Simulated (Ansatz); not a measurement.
Cost and result up the ladder for the cluster Sn₃Bi₂ (5 atoms). The state is a singlet with charge 0. Geometry: PBE-D4/def2-SVP.

```csv
atom,x (Å),y (Å),z (Å)
Bi1,-1.855,1.384,-0.072
Bi2,-1.045,-1.523,-0.259
Sn3,1.941,-1.260,0.093
Sn4,0.299,0.543,1.767
Sn5,0.660,0.856,-1.529
```

Ansatz on 4 threads of Intel Xeon on a shared host. Times are rough, and most runs start from the orbitals of an earlier one. ωB97M-V/def2-TZVP serves as the yardstick here, not as an exact answer. Differences are given only for rows in sets of like size (and for xTB, whose basis is part of the method), since another set adds its own error. Binding counts from free atoms at the same level (Bi quartet, Sn triplet; other spins of the atoms weren't run), without zero-point energy or a counterpoise term.

In the def2 sets Bi, Sn take a core potential; there is no spin–orbit coupling. B3LYP takes the VWN-RPA correlation. Correlated methods freeze 20 core orbitals; core or outer-core shells of Bi, Sn are correlated, in sets that lack core-valence functions. The rows differ in basis, and correlated rows in double-zeta sets carry the largest basis error. Another isomer (singlet) lies 0.21 eV lower at PBE0-D4/def2-TZVP; other spin states weren't run for this one.

Correlated methods converge slowly with the basis, most of all in double-zeta sets.

```json
{"level": "PBE-D4/def2-TZVP (with forces)", "functions": "250", "wall time": "14 s", "binding energy per atom (eV)": "2.58", "difference from ωB97M-V/def2-TZVP (eV)": "0.39"}
{"level": "r2SCAN-D4/def2-TZVP", "functions": "250", "wall time": "18 s", "binding energy per atom (eV)": "2.34", "difference from ωB97M-V/def2-TZVP (eV)": "0.15"}
{"level": "B3LYP-D4/def2-TZVP", "functions": "250", "wall time": "25 s", "binding energy per atom (eV)": "2.37", "difference from ωB97M-V/def2-TZVP (eV)": "0.19"}
{"level": "PBE0-D4/def2-TZVP", "functions": "250", "wall time": "28 s", "binding energy per atom (eV)": "2.39", "difference from ωB97M-V/def2-TZVP (eV)": "0.21"}
{"level": "ωB97M-V/def2-TZVP", "functions": "250", "wall time": "68 s", "binding energy per atom (eV)": "2.19", "difference from ωB97M-V/def2-TZVP (eV)": "0.00"}
{"level": "CCSD(T)/def2-SVP", "functions": "130", "wall time": "96 s", "binding energy per atom (eV)": "1.93", "difference from ωB97M-V/def2-TZVP (eV)": "–"}
```
